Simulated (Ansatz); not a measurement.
```yaml
crystal:
  periodic: [false, false, false]
  atoms:
    - {symbol: B, position_ang: [-1.138473, 1.396521, -0.993425]}
    - {symbol: Sn, position_ang: [0.085490, -0.470209, -0.784417]}
    - {symbol: C, position_ang: [0.771918, -0.707287, 1.174792]}
    - {symbol: C, position_ang: [1.152851, -0.815234, 2.315058]}
    - {symbol: H, position_ang: [-1.606263, 1.682784, -2.053607]}
    - {symbol: H, position_ang: [-1.332140, 2.112803, -0.060184]}
    - {symbol: H, position_ang: [1.472269, -0.452726, -1.781465]}
    - {symbol: H, position_ang: [-0.808960, -1.877527, -1.154656]}
    - {symbol: H, position_ang: [1.491910, -0.915426, 3.320805]}
basis:
  gaussian: {orbitals: STO-3G}
magnetization: {spin_polarized: true, initial_magnetization: 6}
hamiltonian: {xc: {name: PBE-QIDH}, pseudopotentials: {relativity: none}}
output: {forces: true}
```

```sh
$ ansatz run in.yaml --threads 2 --pin off --events-out ev --progress --plain --max-ram 4352MiB
```

Output, abridged:

```
Functional definition: PBE-QIDH
632 factors; integrals over basis functions are off by at most 6.5e-5 eV
mean field evaluation 1: about -165077.4998 eV, gradient 1.0e1 eV
mean field evaluation 2: about -165077.5273 eV, gradient 1.0e1 eV
mean field evaluation 4: about -165079.2636 eV, gradient 1.2e0 eV
mean field evaluation 8: about -165079.2908 eV, gradient 5.2e-2 eV
mean field evaluation 16: about -165079.2910 eV, gradient 1.6e-4 eV
mean field -165079.29098749 eV, -6066.5520490279 hartree, gradient 4.3e-6 eV, S^2 12.058726; 0 other end points of the search recorded, 0 dependent functions left out
21 core orbitals not correlated: weight in the atoms' cores, before any rotation towards them, 1.000 or more for the frozen orbitals, at most 0.000 for the correlated occupied ones
reference -165079.29099487 eV, -6066.5520492990 hartree; 18, 12 occupied and 8, 14 virtual orbitals, 632 factors
second order -2.92534292 eV of doubles, -0.00000000 eV of singles
Total energy: -165080.26610917 eV, -6066.5878840888 hartree
Atom 0 at    -1.138473     1.396521    -0.993425 Å, force    -1.418101     2.130186    -0.317431 eV/Å
Atom 1 at     0.085490    -0.470209    -0.784417 Å, force     0.984950    -0.887626     1.567888 eV/Å
Atom 2 at     0.771918    -0.707287     1.174792 Å, force   -11.114256     3.174701   -33.209566 eV/Å
Atom 3 at     1.152851    -0.815234     2.315058 Å, force    10.444225    -2.901272    31.393556 eV/Å
Atom 4 at    -1.606263     1.682784    -2.053607 Å, force     0.922411    -1.323029     0.348690 eV/Å
Atom 5 at    -1.332140     2.112803    -0.060184 Å, force     0.868746    -1.403723    -0.032159 eV/Å
Atom 6 at     1.472269    -0.452726    -1.781465 Å, force    -0.850229     0.237343     0.321365 eV/Å
Atom 7 at    -0.808960    -1.877527    -1.154656 Å, force     0.228739     0.910367     0.025642 eV/Å
Atom 8 at     1.491910    -0.915426     3.320805 Å, force    -0.066485     0.063053    -0.097986 eV/Å
Dipole moment:     0.338357    -0.503794     0.085110 e Å
```

**Question.** What is wrong with this run?

**Answer.** The spin is set far too high for this molecule. Self-consistency was reached. The result belongs to that input, not to the molecule as meant.
